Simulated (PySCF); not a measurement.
Lowest triplet excitation (TDA) (eV) of eight silicon and germanium compounds: TDA-PBE beside TDA-PBE0, computed with PySCF for isolated molecules in the bases named; differences from unrounded values. The eight are the first of their class met in an unordered collection, after screening for sound electronic states; none was chosen by its value. Each molecule has one DFT geometry for both levels.

```csv
molecule,basis,TDA-PBE0,TDA-PBE,difference
"C₂H₆F₂OSi, SMILES [Si@H](CO)(CF)F",def2-SVPD,5.98,5.08,-0.90
"CH8N2OSi2, SMILES N[Si@]1(O)CN[SiH2]1",def2-SVPD,4.90,4.32,-0.58
"C₃H₁₁NSi₂, SMILES C=C(N([SiH3])C)[SiH3]",def2-SVPD,3.75,3.73,-0.02
"GeH2Br2, SMILES [Br][GeH2][Br]",def2-SVPD,5.09,4.57,-0.52
"C3H10OSi2, SMILES [C@@H]1(O[C@H]([SiH2]1)C)[SiH3]",def2-SVPD,5.39,4.53,-0.86
"dichloro(silyloxy)silane (Cl₂H₄OSi₂), SMILES [SiH](O[SiH3])(Cl)Cl",def2-SVPD,7.16,6.51,-0.65
"C3H5ClOSi, SMILES C([SiH2]O)(Cl)=C=C",def2-SVPD,4.08,3.98,-0.11
"Ge(H)2(Cl)(OMe) (CH5ClGeO), SMILES C[O][GeH2][Cl]",def2-SVPD,6.15,5.26,-0.90
```

TDA-PBE lies below TDA-PBE0 in 8 and above it in 0 of the eight; the mean signed difference is -0.57 and the largest -0.90 eV.
